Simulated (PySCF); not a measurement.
NMR data sheet: C₆H₁₃NOSi

```
Formula                               : C6H13NOSi
SMILES                                : C/N=C/[C@@H]1COCC[SiH2]1
Point group of the computed structure : C1
Degrees of unsaturation               : 2
Carbon signals                        : 6
Proton signals                        : 11
```

Numbering as in the mapped SMILES `[CH3:1]/[N:2]=[CH:3]/[C@@H:4]1[CH2:5][O:6][CH2:7][CH2:8][SiH2:9]1`. Each H is labelled by its parent atom. Ha(C5), Ha(C7), Ha(C8), Ha(Si9) are cis to C3 on the ring; Hb(C5), Hb(C7), Hb(C8), Hb(Si9) are trans to C3 on the ring.

Theoretical values (PySCF): geometry from PBE0-D3(BJ)/def2-SVP, NMR shieldings at PBE0/pcSseg-1/GIAO. Gas phase, single conformer, relativity neglected, equivalent nuclei averaged.

Chemical shifts δ = σref − σ; 1H (σ = 31.27 ppm), 13C (σ = 184.41 ppm), 29Si (σ = 351.99 ppm) vs TMS; NH3 for 15N (σ = 265.67 ppm); 17O (σ = 334.56 ppm) vs H2O, all at this level.

```tsv
carbon	δC, type	δH (multiplicity)	HMBC from (2–3 bonds)	span of the C tensor (ppm)
C1	51.3, CH3	3.31 (s)	H(C3)	76
C3	166.2, CH	7.18 (d)	Hb(C5), Hb(Si9), Ha(Si9), H(C1), Ha(C5), H(C4)	176
C4	34.2, CH	2.41 (m)	H(C3), Hb(C5), Hb(Si9), Ha(Si9), Ha(C5), Hb(C8), Ha(C8)	58
C5	71.5, CH2	Ha(C5) 3.30 (m); Hb(C5) 4.17 (m)	H(C3), Hb(C7), Hb(Si9), Ha(Si9), Ha(C7), H(C4)	79
C7	68.8, CH2	Ha(C7) 3.15 (m); Hb(C7) 4.25 (m)	Hb(C5), Hb(Si9), Ha(Si9), Ha(C5), Hb(C8), Ha(C8)	77
C8	9.7, CH2	Ha(C8) 0.52 (m); Hb(C8) 1.07 (m)	Hb(C7), Hb(Si9), Ha(Si9), Ha(C7), H(C4)	34
```

Other nuclei:
| atoms | nucleus | environment | δ (ppm) | σ (ppm) |
| --- | --- | --- | --- | --- |
| Hb(Si9) | 1H | hydrogen on a silicon bonded to 2 C, in a 6-membered ring | 4.03 | 27.23 |
| Ha(Si9) | 1H | hydrogen on a silicon bonded to 2 C, in a 6-membered ring | 3.99 | 27.28 |
| Si9 | 29Si | silicon bonded to 2 C, 2 H, in a 6-membered ring | -46.6 | 398.6 |
| N2 | 15N | imine nitrogen | 368.7 | -103.1 |
| O6 | 17O | ether oxygen | 45.2 | 289.4 |

- Carbon types of the structure: 2 × CH, 3 × CH2, 1 × CH3, leaving 2 H on heteroatoms.
- δC 166.2: C=N carbon.
- δC 71.5, 68.8: sp3 CH2 bonded to O; the inductive effect lowers its shielding.
- δC 9.7: sp3 CH2 bonded to Si; an electropositive neighbour leaves it electron-rich and shielded.
- δH 4.25, 4.17, 3.30, 3.15: hydrogen on an sp3 CH2 bonded to O; its carbon carries O, hence the downfield position.
- δH 3.31: hydrogen on a methyl carbon bonded to N; its carbon carries N, an electronegative neighbour.

Shifts are as computed. Against solution values, carbons near 30 ppm lie about +2 ppm off and those near 130 ppm about +5 ppm. Of 1313 compounds with measured shifts, 239 miss one by over three times the rms of a fit or turn the order of signals round; such compounds aren't used in these exercises. Experimental scales use liquid or dissolved standards, which lie at an offset from isolated NH3 (liquid NH3: subtract about 20 ppm) and H2O (liquid H2O: subtract about 36 ppm). Unscaled 15N shifts of sp2 nitrogen come out 20 to 40 ppm too high even then. Multiplicities follow the n + 1 count of equivalent neighbours, as no J values were calculated; m marks all less simple cases, F and P coupling included.
